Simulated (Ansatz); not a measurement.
OsO3(NH) (OsNO3H). Total charge 0; singlet. Geometry PBE0-D4/def2-SVP, basis def2-TZVP, Ansatz.

Cartesian coordinates in Å:
```
Os -0.3159 -0.1334 -0.2950
O -0.8526 1.2089 -1.1930
O 0.3286 -1.2985 -1.3551
O -1.6316 -0.8066 0.5488
N 0.8879 0.3586 0.8135
H 1.5836 0.6710 1.4807
```

| run | HOMO (eV) | LUMO (eV) |
| --- | --- | --- |
| A | -9.23 | -3.44 |
| B | -8.12 | -4.08 |
| C | -10.60 | -2.46 |
| D | -7.77 | -3.99 |
| E | -8.66 | -3.86 |

In the def2 sets Os takes a core potential; there is no spin–orbit coupling.

Problem. The runs used CAM-B3LYP, PBE, PBE0, r2SCAN, r2SCANh. Estimate which is which.

Solution. A PBE0 (25 % exact exchange); B r2SCAN (0 % exact exchange); C CAM-B3LYP (range-separated); D PBE (0 % exact exchange); E r2SCANh (10 % exact exchange). Exact exchange lowers occupied and raises empty levels; among semilocal functionals meta-GGAs tend to open the gap a little, and such runs are hard to tell apart. The gap grows from 3.78 eV (PBE) to 8.14 eV (CAM-B3LYP). The restricted singlet is unstable towards broken spin symmetry in Hartree–Fock (as tested in another run); at PBE0-D4/def2-TZVP, r2SCAN-D4/def2-TZVP, CAM-B3LYP-D4/def2-TZVP, r2SCANh-D4/def2-TZVP this wasn't settled.
